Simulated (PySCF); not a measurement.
## Predicted spectroscopic data

[PySCF 2.14.0 with density-fitted response routines: PBE0/pcSseg-1 with gauge-including orbitals; PBE0-D3(BJ)/def2-SVP geometry; one computed conformer; non-relativistic Hamiltonian; no solvent model; one averaged value for each set of equivalent atoms]

References, each an isolated molecule treated in the same way: ¹H (σref 31.27) and ¹³C (σref 184.41) against TMS. Where no couplings were computed, multiplicities follow the n + 1 count of equivalent neighbours, and m marks all less simple cases (inequivalent or close neighbours, rings, F or P nearby). Shifts are as computed. Against solution values, carbons near 30 ppm lie about +2 ppm off and those near 130 ppm about +5 ppm. Of 1309 compounds with measured shifts, 239 miss one by over three times the rms of a fit or turn the order of signals round; such compounds aren't used in these exercises.

Compound 1 (C5H12OSi2). ¹H NMR (500 MHz, computed): δ 6.36 (m, 1H), 6.36 (m, 1H), 6.15 (m, 1H), 5.07 (s, 3H), 2.01 (m, 1H), 1.32 (m, 2H), 1.25 (m, 1H), 1.24 (m, 2H). ¹³C{¹H} NMR (computed): δ 143.1 (CH), 142.7 (CH2), 19.5 (CH2), 14.7 (CH2). Structure: SMILES C=C[Si]1(O[SiH3])CCC1.

Compound 2 (C5H12OSi2). ¹H NMR (500 MHz, computed): δ 5.02 (d, 2H), 4.79 (d, 2H), 2.43 (t, 1H), 1.39 (m, 1H), 1.05 (d, 6H). ¹³C{¹H} NMR (computed): δ 103.7, 89.2, 17.1, 14.9. Structure: SMILES C([SiH2]O[SiH2]C#C)(C)C.
